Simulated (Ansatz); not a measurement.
(KI)4 ring (K4I4), 8 atoms. Hardware: 4 threads of Intel Xeon Platinum 8259CL on a shared host.

In the def2 sets I takes a core potential; there is no spin–orbit coupling. Correlated methods freeze 36 core orbitals; core or outer-core shells of I, K are correlated, in sets that lack core-valence functions.

(1) How many basis functions does each of these Ansatz runs have, and roughly what does it cost? RPA@PBE/def2-TZVP, charge 0 singlet, energy, from earlier orbitals; r2SCANh-D4/def2-TZVP, charge 0 singlet, energy, from earlier orbitals; PBE0-D4/def2-SVP, charge 0 singlet, energy, from earlier orbitals; r2SCAN-D4/def2-TZVP, charge 0 singlet, energy, from earlier orbitals; PBE-D4/def2-SVP, charge 0 singlet, energy, from earlier orbitals; BHLYP-D4/def2-TZVP, charge 0 singlet, energy, from earlier orbitals; BLYP-D4/def2-TZVP, charge 0 singlet, energy, from earlier orbitals; r2SCAN-D4/def2-SVP, charge 0 singlet, relaxation, 5 steps; PBE0-D4/def2-TZVP, charge 0 singlet, energy, from earlier orbitals; MP2/def2-TZVP, charge 0 singlet, energy, from earlier orbitals; PBE-D4/def2-TZVP, charge 0 singlet, energy and forces, from earlier orbitals.

Answers

(1) Other jobs shared the machine, so times can vary by a factor of up to 3. A dash marks memory too small to be measured apart from the calling script's.

```
                                                                         run  functions  fitting or Cholesky vectors  wall time  peak host memory (GiB)
            PBE-D4/def2-SVP, charge 0 singlet, energy, from earlier orbitals        200                         2368      3.8 s                       –
          BLYP-D4/def2-TZVP, charge 0 singlet, energy, from earlier orbitals        332                         2768      7.5 s                    0.82
           PBE0-D4/def2-SVP, charge 0 singlet, energy, from earlier orbitals        200                         2248        8 s                    0.91
PBE-D4/def2-TZVP, charge 0 singlet, energy and forces, from earlier orbitals        332                         2768        9 s                    0.82
        r2SCAN-D4/def2-TZVP, charge 0 singlet, energy, from earlier orbitals        332                         2768       14 s                    0.91
          PBE0-D4/def2-TZVP, charge 0 singlet, energy, from earlier orbitals        332                         3216       21 s                     1.9
              MP2/def2-TZVP, charge 0 singlet, energy, from earlier orbitals        332                         3216       22 s                     1.8
         BHLYP-D4/def2-TZVP, charge 0 singlet, energy, from earlier orbitals        332                         3216       25 s                     1.9
          RPA@PBE/def2-TZVP, charge 0 singlet, energy, from earlier orbitals        332                         3216       30 s                     1.9
       r2SCANh-D4/def2-TZVP, charge 0 singlet, energy, from earlier orbitals        332                         3216       31 s                       2
                   r2SCAN-D4/def2-SVP, charge 0 singlet, relaxation, 5 steps        200                         2368       32 s                       –
```
